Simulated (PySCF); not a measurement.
**Mg²⁺: ionisation energy**

Mg²⁺ [Ne] (1S) → Mg³⁺ [He] 2s2 2p5 (2P), as a difference of total energies. Calculation: PySCF 2.14, in x2c-TZVPall (5s4p3d, 32 functions); scalar relativity by spin-free X2C-1e. Correlated levels: valence: [He] 2s2 frozen. The calculations carry no spin-orbit coupling.

```json
{"method": "UHF", "ionisation energy (eV)": "78.610", "error (eV)": "-1.534"}
{"method": "PBE0", "ionisation energy (eV)": "80.219", "error (eV)": "+0.075"}
{"method": "B3LYP", "ionisation energy (eV)": "80.484", "error (eV)": "+0.340"}
{"method": "MP2 (valence)", "ionisation energy (eV)": "79.934", "error (eV)": "-0.210"}
{"method": "SCS-MP2 (valence)", "ionisation energy (eV)": "79.859", "error (eV)": "-0.285"}
{"method": "CCSD (valence)", "ionisation energy (eV)": "79.916", "error (eV)": "-0.228"}
{"method": "CCSD(T) (valence)", "ionisation energy (eV)": "79.928", "error (eV)": "-0.216"}
```

Reference: 80.144 eV (measured; NIST Atomic Spectra Database, ionization energies).

Errors of the correlated levels include the incompleteness of this basis and the frozen core.
